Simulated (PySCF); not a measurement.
CH₇FOSi₃, SMILES [C@H]1([SiH2][SiH2]O1)[SiH2]F. Coordinates come from a PBE0-D3(BJ)/def2-SVP optimisation. The structure was generated by enumeration; whether it is a known compound was not checked. The values are those of a single conformer.

Computed equilibrium geometry at PBE0-D3(BJ)/def2-SVP (PySCF confirms it by a frequency run) as a Z-matrix (one conformer of several):
```
C
H 1 1.1055
O 1 1.4534 2 110.22
Si 3 1.7032 1 106.23 2 -115.62
H 4 1.4934 3 112.15 1 -121.17
H 4 1.4943 5 108.26 3 124.61
Si 1 1.8767 2 111.17 3 116.65
F 7 1.6310 1 108.62 2 62.65
H 7 1.4885 8 108.06 1 121.53
H 7 1.4899 9 111.00 8 -118.64
Si 1 1.9368 2 111.26 3 -111.83
H 11 1.4929 1 115.60 2 -1.09
H 11 1.4942 12 109.61 1 131.43
```
Charge 0, spin multiplicity 1.
